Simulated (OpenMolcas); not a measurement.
**Ru3+: effect of the metal basis and ligand basis**

Ru3+ with 4 ligands (chloride) in tetrahedral coordination (Td) at 2.31 Å. A charge of +0.25 e stands 2.6 Å behind each ligand.

```json
{
  "Program": "OpenMolcas",
  "Method": "CASSCF",
  "Spin-orbit coupling": "RASSI with atomic mean-field integrals over the reference wave functions"
}
```

Fixed: active space 5 electrons in 5 orbitals (4d), DKH2 Hamiltonian.

States (labels of Td). Energies in cm-1 above the lowest state or level, χT in cm3 K/mol.

```csv
Run,Metal basis,Ligand basis,Ground state,First gap with spin-orbit (degeneracies),χT at 300 K,First state of another spin,Cost
A,ANO-RCC-VDZP,ANO-RCC-VDZP,6A1,"0.6 (2, 4)",4.360,2S+1 = 4: 14707,roughly 60 core-seconds
B,ANO-RCC-VTZP,ANO-RCC-VTZP,6A1,"0.5 (2, 4)",4.363,2S+1 = 4: 15428,roughly 6 core-minutes
```

Costs are those of the RASSCF and RASSI steps.

Without dynamic correlation the repulsion within the d shell is too large (B by tens of per cent), so at a given field states of lower spin stand too high. With metal d orbitals alone the field can be off either way by tens of per cent. Ligand-to-metal charge-transfer states are missing. With no ligand orbital active B as a rule stays too high, so bands that hang on it stand too high and its fall with covalency is understated. The least metal-like active orbital is 80 % on the metal (Löwdin) and no ligand orbital is active, so the numbers are rough (holds for A). The least metal-like active orbital is 78 % on the metal (Löwdin) and no ligand orbital is active, so the numbers are rough (holds for B). No measured value stands beside these numbers; the geometry is a model, was not optimised and need not be the one that this ion takes.

A state without a sure symmetry label is named by its multiplicity alone.
